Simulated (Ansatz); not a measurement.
A run on H$_{4}$NOSbSn with other settings.

```yaml
crystal:
  periodic: [false, false, false]
  atoms:
    - {symbol: N, position_ang: [-1.026109, -0.071038, -0.679614]}
    - {symbol: Sn, position_ang: [0.585832, 0.966366, 0.047484]}
    - {symbol: O, position_ang: [1.241640, -0.827838, 0.599642]}
    - {symbol: Sb, position_ang: [-0.296691, -1.891602, -0.050821]}
    - {symbol: H, position_ang: [-1.188193, -0.012131, -1.678896]}
    - {symbol: H, position_ang: [0.233167, 1.937683, 1.404009]}
    - {symbol: H, position_ang: [1.593694, 1.735418, -1.098970]}
    - {symbol: H, position_ang: [-1.143332, -1.836859, 1.457177]}
basis:
  gaussian: {orbitals: def2-SVPD, final_grid: {core_spheres: 8, valence_spheres: 7, degree: 23}}
hamiltonian: {xc: {name: wB97M-V}}
```

```sh
$ ansatz run in.yaml --threads 4 --pin off --events-out ev --progress --plain --max-ram 10444MiB
```

Output, abridged:

```
Functional definition: wB97M-V
1380 factors; their error is unknown
489 factors; integrals over basis functions are off by at most 1.3e-5 eV
mean field evaluation 1: about -15954.6679 eV, gradient 6.9e1 eV
mean field evaluation 2: about -15944.0566 eV, gradient 1.0e2 eV
mean field evaluation 4: about -15964.1838 eV, gradient 6.9e0 eV
mean field evaluation 8: about -15964.2847 eV, gradient 4.0e-2 eV
mean field evaluation 16: about -15964.3752 eV, gradient 8.5e-5 eV
mean field -15964.37519736 eV, -586.6799674606 hartree, gradient 8.6e-5 eV, S^2 0.000000; 0 other end points of the search recorded, 0 dependent functions left out
reference -15964.37525938 eV, -586.6799697400 hartree; 32, 32 occupied and 107, 107 virtual orbitals, 1380 factors
Total energy: -15964.37525938 eV, -586.6799697400 hartree
```

Run time 4.1 s (4 threads of an Arm Neoverse V1 on a shared host); peak host memory 0.36 GiB.
